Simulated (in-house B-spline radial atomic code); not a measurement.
Ionising Bi²⁺ with different functionals

Computed with a radial B-spline atomic code at the basis-set limit: scalar-relativistic (spin-free X2C) Hamiltonian, Fermi nucleus of rms radius 5.5211 fm, spin-polarised at highest spin, spherical fractional occupations for the functionals, the average over the highest-spin determinants for Hartree-Fock. The ionisation energy is the difference of two self-consistent energies, [Xe] 4f14 5d10 6s2 6p1 → [Xe] 4f14 5d10 6s2, without Breit or QED terms; ε is the level of the shell that loses the electron (its least bound occupied spin orbital). There is no spin-orbit coupling in this Hamiltonian.

Hybrids are left out here: with spherical fractional occupations of an open shell their exact exchange keeps a self-interaction that integer-occupation calculations don't have.

```json
{"method": "Hartree-Fock", "rung": "Hartree-Fock", "ΔSCF (eV)": "22.99", "-ε(6p) (eV)": "23.19"}
{"method": "LDA VWN5", "rung": "LDA", "ΔSCF (eV)": "23.98", "-ε(6p) (eV)": "19.93"}
{"method": "LDA PW92", "rung": "LDA", "ΔSCF (eV)": "23.97", "-ε(6p) (eV)": "19.93"}
{"method": "LDA exchange-only", "rung": "LDA", "ΔSCF (eV)": "22.87", "-ε(6p) (eV)": "18.92"}
{"method": "PBE", "rung": "GGA", "ΔSCF (eV)": "?", "-ε(6p) (eV)": "?"}
{"method": "PBEsol", "rung": "GGA", "ΔSCF (eV)": "23.68", "-ε(6p) (eV)": "19.71"}
{"method": "BLYP", "rung": "GGA", "ΔSCF (eV)": "23.66", "-ε(6p) (eV)": "19.58"}
{"method": "RPBE", "rung": "GGA", "ΔSCF (eV)": "23.51", "-ε(6p) (eV)": "19.55"}
{"method": "PW91", "rung": "GGA", "ΔSCF (eV)": "23.73", "-ε(6p) (eV)": "19.74"}
{"method": "BP86", "rung": "GGA", "ΔSCF (eV)": "23.79", "-ε(6p) (eV)": "19.82"}
{"method": "AM05", "rung": "GGA", "ΔSCF (eV)": "23.63", "-ε(6p) (eV)": "19.67"}
{"method": "OLYP", "rung": "GGA", "ΔSCF (eV)": "23.38", "-ε(6p) (eV)": "19.42"}
{"method": "TPSS", "rung": "meta-GGA", "ΔSCF (eV)": "23.45", "-ε(6p) (eV)": "19.56"}
{"method": "SCAN", "rung": "meta-GGA", "ΔSCF (eV)": "23.77", "-ε(6p) (eV)": "19.81"}
{"method": "r2SCAN", "rung": "meta-GGA", "ΔSCF (eV)": "23.49", "-ε(6p) (eV)": "19.76"}
{"method": "revTPSS", "rung": "meta-GGA", "ΔSCF (eV)": "?", "-ε(6p) (eV)": "?"}
```

What does PBE give?

ΔSCF 23.64 eV, and -ε(6p) = 19.65 eV.

What does revTPSS give?

ΔSCF 23.41 eV, and -ε(6p) = 19.55 eV.

How do they compare with the NIST value?

NIST lists 25.571 eV (measured, ground level to ground level). Errors run from -2.70 to -1.59 eV. The correlated functionals all miss on the same side by more than they spread, so the cause is common to them (spin-orbit coupling, Breit-QED terms, multiplet and fine-structure energies, or a listed next ion that isn't the cheapest removal here) and closeness doesn't rank the functionals. Hartree-Fock also lacks correlation.
